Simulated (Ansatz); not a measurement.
Calculated with Ansatz (gas phase, PBE0-D4/def2-TZVP geometries, no zero-point term in ΔE). CCSD(T)/CBS is the MP2 limit (def2-TZVPP, def2-QZVPP) plus CCSD(T) − MP2 in def2-TZVPP, frozen cores. This one scheme is used for every species. DFT in def2-TZVPP. B3LYP here is the variant with VWN-RPA as its local correlation; programs differ in this. Elements past krypton have def2 core potentials. For Sn outer-core shells are correlated without core-valence functions, which leaves a few kJ/mol of doubt a bond. One conformer a species, not always the lowest.

Consider the ligand exchange at the Sn–C bond: `[SnH3][CH2]C1=CC1` + CH₃SH → `C[S][SnH3]` + `CC1=CC1`.

| level | ΔE (kcal/mol) | difference from CCSD(T)/CBS |
| --- | --- | --- |
| PBE-D4 | -16.6 | -0.1 |
| r2SCAN-D4 | -17.2 | -0.7 |
| PBE0-D4 | -17.0 | -0.5 |
| B3LYP-D4 | -16.9 | -0.4 |
| ωB97X-V | -16.9 | -0.4 |
| ωB97M-V | -16.8 | -0.3 |
| B2PLYP | -16.8 | -0.3 |
| PBE | -17.0 | -0.5 |
| r2SCAN | -17.4 | -0.9 |
| PBE0 | -17.4 | -0.9 |
| B3LYP | -17.5 | -1.0 |
| HF/def2-TZVPP | -19.1 | -2.6 |
| MP2/def2-TZVPP | -15.1 | 1.4 |
| SCS-MP2/def2-TZVPP | -15.4 | 1.1 |
| CCSD/def2-TZVPP | -15.4 | 1.1 |
| CCSD(T)/def2-TZVPP | -15.1 | 1.4 |
| HF/def2-QZVPP | -19.1 | -2.6 |
| MP2/def2-QZVPP | -15.8 | 0.7 |
| SCS-MP2/def2-QZVPP | -16.2 | 0.3 |
| HF/CBS(def2) | -19.1 | -2.6 |
| MP2/CBS(def2) | -16.4 | 0.1 |
| CCSD/CBS(def2) | -16.7 | -0.2 |
| CCSD(T)/CBS | -16.5 | 0 |

Largest T1 diagnostic among the species: 0.012.

In def2-TZVPP, CCSD(T) changes the Hartree–Fock value by +4.0 kcal/mol (the triples alone add +0.3 kcal/mol) and MP2 by +4.0 kcal/mol.
